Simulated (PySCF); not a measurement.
# As(6+): ionisation energy

As(6+) [Ar] 3d9 [3d3/2^4 3d5/2^5, M_J = 5/2] → As(7+) [Ar] 3d8 [3d3/2^4 3d5/2^4, M_J = 4], as a difference of total energies. All numbers are calculated (PySCF 2.14, the two-component X2C-1e Hamiltonian, in an uncontracted even-tempered set (18 s from 0.27 bohr⁻², ratio 2.8; 13 p from 0.35 bohr⁻², ratio 2.8; 9 d from 0.35 bohr⁻², ratio 2.8; 4 f from 3 bohr⁻², ratio 3)). Correlated levels: [Ne] frozen; the 76 highest virtual spinors dropped. "Screened" scales the spin-orbit matrix elements by Boettger's factors to mimic the two-electron term; Breit and QED terms are absent.

| method | ionisation energy (eV) |
| --- | --- |
| GHF (screened spin-orbit) | 147.22 |
| GMP2 (screened spin-orbit) | 149.28 |

Task: How much does correlation contribute at GMP2 (screened spin-orbit)?

Result: 149.28 − (147.22) = 2.06 eV, measured against GHF (screened spin-orbit).

The labels give the starting determinants; with spin-orbit coupling the two ends relaxed to ⟨J²⟩ = 8.75, ⟨L²⟩ = 6.00, ⟨S²⟩ = 0.75 and ⟨J²⟩ = 20.00, ⟨L²⟩ = 12.03, ⟨S²⟩ = 2.00.

For comparison: 147 ± 2 eV (theoretical estimate listed by NIST; NIST Atomic Spectra Database, ionization energies).
